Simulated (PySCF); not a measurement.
## Relaxation of singlet [SnI3]+

Computed with PBE0 in PySCF with Sn def2-SVP with ECP28, I def2-SVP with ECP28; scalar-relativistic core potentials, no spin–orbit coupling; density-fitted integrals. A (50,194) grid was used.

A hand-made trigonal pyramidal start, of C3v symmetry, held to at least that symmetry:

```xyz
4
charge 1 multiplicity 1, angstrom
Sn    0.0000    0.0000   -0.9552
I     2.3622    0.0000    0.3008
I    -1.1811    2.0458    0.3008
I    -1.1812   -2.0457    0.3008
```

(1) What forces act on the atoms at the start (eV/Å)?

(2) What does it relax to?

(3) How much energy is released, and in how many steps?

## Answers

(1) 
| atom | Fx | Fy | Fz |
| --- | --- | --- | --- |
| Sn1 | 0.02 | 0.00 | 1.78 |
| I2 | 0.30 | 0.00 | -0.61 |
| I3 | -0.16 | 0.28 | -0.59 |
| I4 | -0.16 | -0.28 | -0.59 |

(2) It ends at D3h with Sn–I 2.606 Å (×3); I–Sn–I 120.0° (×3). A frequency run shows a minimum. Other isomers or separated fragments may lie lower.

(3) 119.5 kJ/mol in 7 steps.
